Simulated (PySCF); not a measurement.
# Computed vibrations of WH4

WH4 (triplet). PySCF 2.14.0, UKS PBE, W def2-SVP with ECP60, H def2-SVP; non-relativistic Hamiltonian with scalar-relativistic core potentials where named; density fitting; no spin-orbit coupling. Central differences of gradients.

```xyz
5

W     0.0000    0.0000    0.0000
H     0.9888    0.9888    0.9888
H    -0.9888   -0.9888    0.9888
H     0.9888   -0.9888   -0.9888
H    -0.9888    0.9888   -0.9888
```

Run from Python with OMP_NUM_THREADS=2. Where DIIS fails, smearing, a level shift and second-order steps follow.
It took 4.7 s on 2 threads of Arm Neoverse V2 (shared host).

Question: What are the harmonic wavenumbers and infrared intensities?

Answer: Modes are labelled in Td; negative numbers are unstable modes, those under 60 cm⁻¹ near the noise; a finer grid moves soft modes by up to 10 cm⁻¹.
```
cm⁻¹  km/mol  symmetry
 586    95.5        t2
 586    95.5        t2
 586    95.5        t2
 699     0.0         e
 699     0.0         e
1949   194.6        t2
1949   194.6        t2
1949   194.6        t2
1983     0.0        a1
```

Question: Is this a minimum?

Answer: Yes. Ideal gas at 298.15 K and 1 bar: S = 245.5 J/(mol K), Cp = 53.8 J/(mol K), H − H(0 K) = 11.8 kJ/mol (rigid rotor, harmonic modes, spin degeneracy alone).

Open shells may have lower solutions than the one found.
